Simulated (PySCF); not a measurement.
## Molecular orbitals of GeS

RHF at R = 2.023 Å; basis Ge def2-SVP, S def2-SVP; no relativity; PySCF 2.14. State: ¹Σ⁺ (singlet), closed shell. Only the outer orbitals are listed, counted within each symmetry.

```
orbital  occ.  ε (eV)  on Ge (%)           main shells (%)
    10σ     2  -25.11         20           77 S s, 14 Ge s
    11σ     2  -15.78         59   58 Ge s, 25 S p, 16 S s
    12σ     2  -10.33         58  41 S p, 37 Ge p, 20 Ge s
     5π     2  -10.14         23           77 S p, 20 Ge p
     5π     2  -10.14         23           77 S p, 20 Ge p
     6π     0    0.71         80           80 Ge p, 19 S p
     6π     0    0.71         80           80 Ge p, 19 S p
    13σ     0    4.87        105  86 Ge p, 19 Ge s, 10 S p
```

**Question.** Which are the highest filled and the lowest empty level, where do they sit, and how wide is the gap?

**Answer.** Highest filled 5π at -10.14 eV (in %: 77 S p, 20 Ge p); lowest empty 6π at 0.71 eV (in %: 80 Ge p, 19 S p); the gap at RHF is 10.85 eV. An empty level above zero is unbound, and its energy depends on the basis.

```json
{"bond order (Mayer)": "2.31", "⟨S²⟩": "0.000", "charge on Ge (Mulliken, basis-dependent)": "0.36", "charge on Ge (Löwdin, basis-dependent)": "0.11", "dipole moment (positive dipole means Ge(−)S(+))": "-2.60 D", "polarisability along the bond": "60.3 bohr³", "polarisability across the bond": "28.2 bohr³"}
```

Shares are Mulliken populations and can fall outside 0 to 100 %.
